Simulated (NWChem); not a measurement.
Species: LiOH; SMILES [Li][OH]

```xyz
3

Li    -0.7681    -0.7187    -0.6607
O      0.1917     0.1794     0.1649
H      0.7808     0.7305     0.6716
```
Atoms are numbered in this order, from 1.

Computed with NWChem. Coordinates come from a PBE0/def2-SVP optimisation. B3LYP is NWChem's, with the RPA form of VWN correlation. Vertical excitations in the gas phase; the lowest state need not have the same character in each row.

| level | lowest excitation, singlet (eV) | oscillator strength of that lowest state | lowest triplet (eV) | orbital gap (eV) |
|---|---|---|---|---|
| PBE/aug-cc-pVDZ, TDA | 3.45 | 0.029 | 3.36 | 3.47 |
| B3LYP/aug-cc-pVDZ, TDA | 4.03 | 0.032 | 3.98 | 5.00 |
| BHandHLYP/aug-cc-pVDZ, TDA | 4.85 | 0.036 | 4.79 | 7.19 |
| LRC-wPBEh/aug-cc-pVDZ, TDA | ? | 0.033 | ? | ? |

Question: Complete the blanks.

Answer: 
- LRC-wPBEh/aug-cc-pVDZ, TDA, lowest excitation, singlet (eV): 4.27
- LRC-wPBEh/aug-cc-pVDZ, TDA, lowest triplet (eV): 4.16
- LRC-wPBEh/aug-cc-pVDZ, TDA, orbital gap (eV): 8.08
